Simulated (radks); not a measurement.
Question: Spherical quantum dot in the effective-mass picture: electrons in a hard-walled sphere of unknown radius, with a point charge +2 (a donor) at the centre, all in effective atomic units (hartree* = m*/eps^2 hartree, bohr* = eps/m* bohr), one dielectric constant everywhere. Method: non-relativistic Kohn-Sham, LDA (Slater exchange, Perdew-Wang correlation), spin-polarised, spherical densities; computed with a radial shooting solver with Libxc functionals. Levels are named by radial order and angular momentum (1s, 1p, 1d, 2s, ...), and open shells are averaged over m. Each electron was tried in the lowest free levels, single moves between levels near the top were tried too, and the lowest total energy was kept; such a search can miss a lower state. The values of mu = E(N) - E(N-1) (hartree*) for N = 2 to 12 are -0.75768, 1.6467, 2.2122, 2.7981, 3.5602, 4.1120, 4.6786, 6.0892, 6.8717, 7.5495, 8.0765. Estimate radius.

Answer: radius = 2.31 (effective atomic units). The central charge lowers the s levels, so the charging steps and shell gaps carry the answer. The first electron has mu near pi^2/(2 R^2) without a central charge, and the charging energy goes as 1/R.
